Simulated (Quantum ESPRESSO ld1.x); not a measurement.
These are the eigenvalues of the occupied orbitals of an atom or ion with whole-number occupations (hartree). Method: scalar-relativistic Kohn-Sham, LDA (Slater exchange, VWN5 correlation), spin-unpolarised, spherical densities, point nucleus; computed with ld1.x of Quantum ESPRESSO 7.5.

1s: -2435.64
2s: -448.653
2p: -398.762
3s: -131.775
3p: -116.858
3d: -99.3194
4s: -53.5299
4p: -48.1963
4d: -41.5154

Which element is it, and in what charge state? The configuration may be excited.

Answer. Z = 72, hafnium, charge +29: Hf29+ in [Kr] 4d7. The list shows which subshells hold electrons but not how many an open one holds; the 1s level, -2435.6 hartree, gives Z - s = 69.8 by -(Z - s)^2/2, which with screening and relativity narrows Z to a few neighbours, and the depths of the outer levels then fix element, charge and occupations together.
